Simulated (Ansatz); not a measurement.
One change: `C=C[O][GaH2]` becomes `C=C[O][SbH][F]`.

Ansatz, PBE0-D4/def2-TZVP geometries, multiplicity 1. Each molecule was computed in one conformer, which needn't be the lowest.

Elements past krypton have def2 core potentials. Scalar relativity is left out up to krypton.

```
                               property  `C=C[O][GaH2]`
HOMO–LUMO gap (ωB97M-V/def2-TZVPP) / eV            9.08
    HOMO–LUMO gap (PBE/def2-TZVPP) / eV            3.26
      LUMO energy (PBE/def2-TZVPP) / eV           -2.31
  LUMO energy (ωB97M-V/def2-TZVPP) / eV            0.18
    HOMO energy (B3LYP/def2-TZVPP) / eV           -6.47
     HOMO energy (PBE0/def2-TZVPP) / eV           -6.67
```

Question: Give the same properties after the change, and the shifts. (Estimate.)

Answer: The calculation gave: 
```csv
property,`C=C[O][SbH][F]`,shift
HOMO–LUMO gap (ωB97M-V/def2-TZVPP) / eV,9.35,0.27
HOMO–LUMO gap (PBE/def2-TZVPP) / eV,3.44,0.18
LUMO energy (PBE/def2-TZVPP) / eV,-2.27,0.04
LUMO energy (ωB97M-V/def2-TZVPP) / eV,0.27,0.09
HOMO energy (B3LYP/def2-TZVPP) / eV,-6.63,-0.16
HOMO energy (PBE0/def2-TZVPP) / eV,-6.85,-0.18
```

B3LYP here is the variant with VWN-RPA as its local correlation; programs differ in this.

Spin–orbit coupling is left out; it splits and shifts lone-pair levels of the heavy atoms by tenths of an eV.
